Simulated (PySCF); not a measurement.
HfH4, SMILES [HfH4], multiplicity 1. Atoms are numbered in the order given.

```xyz
5

Hf     0.0000     0.0000     0.0000
H      1.0683     1.0683     1.0683
H     -1.0683     1.0683    -1.0683
H     -1.0683    -1.0683     1.0683
H      1.0683    -1.0683    -1.0683
```

Geometry: B3LYP-D3(BJ)/def2-TZVPD. The spin state was assumed, not searched. The def2 effective core potentials stand for the cores of Hf; spin–orbit coupling is left out.

All values below come from B3LYP/def2-TZVPD run with PySCF.

Mulliken values depend strongly on the basis, most of all with diffuse functions as here. ESP charges are fitted to the potential on shells at 1.4 to 2.0 van der Waals radii. Atomic charges (e):

| atom | Mulliken | ESP fit |
|---|---|---|
| Hf1 | 0.78 | … |
| H2 | -0.20 | … |
| H3 | -0.20 | … |
| H4 | -0.20 | … |
| H5 | -0.20 | … |

Task: Complete the blanks. (An estimate is asked for; the answer gives what the named calculation found.)

Result: 
- Hf1, ESP fit: 1.28
- H2, ESP fit: -0.32
- H3, ESP fit: -0.32
- H4, ESP fit: -0.32
- H5, ESP fit: -0.32
